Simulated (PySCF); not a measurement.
Electronic structure of Zn⁺ (zinc, charge +1) at the UHF level

Configuration: [Ar] 3d10 4s1, 2S determinant. Calculation: PySCF 2.14, in aug-cc-pVDZ-PP with ECP10MDF (5s5p4d2f, 54 functions); scalar relativity through the core potential.

```json
{
 "Total energy": "-225.663229 hartree",
 "One-electron energy": "-401.3189 hartree",
 "Hartree (Coulomb) energy": "195.3716 hartree",
 "Exchange energy": "-19.7160 hartree",
 "⟨S²⟩": "0.7508",
 "⟨L²⟩": "0.000",
 "Sum of ⟨r⟩": "17.05 bohr",
 "Sum of ⟨r²⟩": "22.54 bohr²",
 "Time after the integrals": "0.18 s of wall time on 1 thread of AMD EPYC 7B13 (shared host)"
}
```

| shell | electrons | mean orbital energy (eV) | rms radius, mean of both spins (bohr) |
| --- | --- | --- | --- |
| 3s α | 1 | -169.35 | 0.734 |
| 3s β | 1 | -169.14 | 0.734 |
| 3p α | 3 | -116.82 | 0.777 |
| 3p β | 3 | -116.82 | 0.777 |
| 3d α | 5 | -30.463 | 0.996 |
| 3d β | 5 | -30.428 | 0.996 |
| 4s α | 1 | -16.900 | 2.82 |

Energies and moments cover only the electrons outside the core potential.
